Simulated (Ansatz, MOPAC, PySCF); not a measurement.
Constitutional and geometric isomers with formula CH2OSi. All species are isolated molecules in the gas phase. Strings in code marks are SMILES.

Quantity: vertical ionisation energy (energy after one electron is removed minus that of the parent at the parent's geometry), in eV.

Level 1: frozen-core MP2/cc-pVQZ // B3LYP-D3(BJ)/def2-TZVP (Ansatz, a quantum-chemistry and plane-wave program)
Level 2: minus the HOMO energy of HF/6-31G* // B3LYP-D3(BJ)/def2-TZVP (PySCF)
Level 3: minus the HOMO energy of PBE-D3(BJ)/def2-TZVP // B3LYP-D3(BJ)/def2-TZVP (PySCF)
Level 4: minus the HOMO energy of PM6 // B3LYP-D3(BJ)/def2-TZVP (MOPAC)

```
species       level 1  level 2  level 3  level 4
------------  -------  -------  -------  -------
`O=C=[SiH2]`     8.75     8.70     5.83     7.84
```
